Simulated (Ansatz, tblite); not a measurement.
Removing an electron: Ga(PH3)Cl3 (GaPH3Cl3). Total charge 0; singlet. Geometry: r2SCAN-D4/def2-SVP. Ansatz, gas phase; energy differences of separate SCF runs; the oxidised species was run as a doublet alone.

Cartesian coordinates in Å:
```
Ga 0.659 -0.158 -1.166
P -0.555 0.139 0.985
H 0.218 0.192 2.171
H -1.497 -0.859 1.335
H -1.345 1.304 1.139
Cl 1.712 -1.996 -0.737
Cl 1.828 1.659 -1.207
Cl -1.020 -0.280 -2.521
```

The xTB rows come from tblite. LC-ωPBE has ω = 0.4 bohr⁻¹. HOMO above LUMO, or a gap near zero within one spin, warns that the state may not be the lowest or that an electron is smeared out.

```json
{"level": "GFN1-xTB", "−HOMO (eV)": "12.52", "vertical IE (eV)": "14.71", "−LUMO (eV)": "6.73", "HOMO–LUMO gap (eV)": "5.78", "remarks": "–"}
{"level": "GFN2-xTB", "−HOMO (eV)": "11.55", "vertical IE (eV)": "14.09", "−LUMO (eV)": "6.98", "HOMO–LUMO gap (eV)": "4.57", "remarks": "–"}
{"level": "PBE-D4/def2-TZVP", "−HOMO (eV)": "7.25", "vertical IE (eV)": "9.93", "−LUMO (eV)": "1.91", "HOMO–LUMO gap (eV)": "5.34", "remarks": "gap within one spin near zero (+1 doublet)"}
{"level": "PBE0-D4/def2-TZVP", "−HOMO (eV)": "8.66", "vertical IE (eV)": "10.53", "−LUMO (eV)": "0.95", "HOMO–LUMO gap (eV)": "7.72", "remarks": "–"}
{"level": "LC-ωPBE/def2-TZVP", "−HOMO (eV)": "11.44", "vertical IE (eV)": "11.27", "−LUMO (eV)": "-1.31", "HOMO–LUMO gap (eV)": "12.75", "remarks": "–"}
```

Relaxing the oxidised species (r2SCAN-D4/def2-SVP) changes its energy by -0.10 eV at PBE-D4/def2-TZVP, so the adiabatic ionisation energy to this nearest minimum is 9.83 eV. At PBE0-D4/def2-TZVP it is 10.41 eV.    Raw xTB energy differences between charge states are shifted by several eV; the methods need an empirical correction for them.
